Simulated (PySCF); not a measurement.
# Electronic structure of Tl⁺ (thallium, charge +1) at the UHF level

Configuration: [Xe] 4f14 5d10 6s1 6p1, high-spin 3P determinant (an excited configuration). Calculation: PySCF 2.14, in aug-cc-pVQZ-PP with one added diffuse shell each of s, p, d, f, g type with ECP60MDF (8s8p6d4f3g, 117 functions); scalar relativity through the core potential.

```json
{
  "Total energy": "-171.124764 hartree",
  "One-electron energy": "-294.5462 hartree",
  "Hartree (Coulomb) energy": "137.2519 hartree",
  "Exchange energy": "-13.8305 hartree",
  "⟨S²⟩": "2.0040",
  "⟨L²⟩": "2.030",
  "Sum of ⟨r⟩": "27.47 bohr",
  "Sum of ⟨r²⟩": "48.79 bohr²",
  "Traceless quadrupole moment −½Σ⟨3z² − r²⟩ along its main axis": "-4.78 e·bohr²"
}
```

```csv
shell,electrons,mean orbital energy (hartree),spread (hartree),"rms radius, mean of both spins (bohr)"
5s α,1,-5.97812,0,0.952
5s β,1,-5.96523,0,0.952
5p α,3,-3.80222,0.00521,1.09
5p β,3,-3.79786,0.01594,1.09
5d α,5,-1.17734,0.01046,1.48
5d β,5,-1.15915,0.02240,1.48
6s α,1,-0.79998,0,2.60
6p α,1,-0.47727,0,3.37
```

Energies and moments cover only the electrons outside the core potential. Spin-orbit coupling, absent here, splits the open shell strongly.
